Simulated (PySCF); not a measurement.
# Working out the ionisation energy of Sc

Sc [Ar] 3d1 4s2 (2D) → Sc⁺ [Ar] 3d1 4s1 (3D). All numbers are calculated (PySCF 2.14, scalar relativity by spin-free X2C-1e, in jorge-DZP-DKH (8s6p2d1f, 43 functions)). Frozen: [Ar]. Energies in hartree (1 hartree = 27.21139 eV):

```
             part   Sc (lower)  Sc⁺ (upper)
              UHF  -763.263574  -763.066414
MP2 opposite-spin    -0.022540     0.000000
    MP2 same-spin    -0.002007    -0.001917
```

Problem. What does Hartree-Fock give?

Solution. (-763.066414) − (-763.263574) = 0.197160 hartree = 5.365 eV.

Problem. What do MP2 and SCS-MP2 (6/5 opposite-spin, 1/3 same-spin) give?

Solution. The opposite-spin parts differ by 0.613 eV and the same-spin parts by 0.002 eV. MP2: 5.365 + (0.613) + (0.002) = 5.980 eV. SCS-MP2: 5.365 + 1.2 × (0.613) + (0.002)/3 = 6.101 eV.

Measured between the centres of the two terms (NIST): 6.562 eV, so MP2 (valence) is off by -0.582 eV.

A double-zeta basis recovers only part of the correlation energy.

What remains against the reference includes basis incompleteness, the frozen core and correlation beyond second order.
